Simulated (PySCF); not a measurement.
Computed shifts of a molecule C2H5ClF2Si, KT2/pcSseg-1 (PySCF), GIAO, gas phase, atoms alike by connectivity averaged where their shifts nearly agree, in ppm (number of nuclei): ¹³C: 130.3 (1), 25.4 (1). ¹⁹F: -145.3 (1), -151.1 (1). ²⁹Si: -19.5 (1). ¹H: 5.33 (1), 5.24 (1), 1.94 (3). References: ¹³C against TMS (σ = 185.1 ppm); ¹⁹F against CFCl3 (σ = 127.1 ppm); ²⁹Si against TMS (σ = 361.9 ppm); ³⁵Cl against HCl (σ = 945.4 ppm); ¹H against TMS (σ = 31.47 ppm), references at their B3LYP-D3(BJ)/def2-TZVP geometries, non-relativistic (without spin–orbit terms, shifts of atoms bonded to Cl or Br come out too high). Geometry: PBE0-D3(BJ)/def2-SVP. Other conformers were not sampled.

**Question.** Identify the compound among the candidates.
(A) FC(F)C[SiH2]Cl
(B) C[Si@@H](Cl)C(F)F
(C) CC(F)(F)[SiH2]Cl
(D) C[C@H](F)[Si@H](F)Cl

**Answer.** C, CC(F)(F)[SiH2]Cl
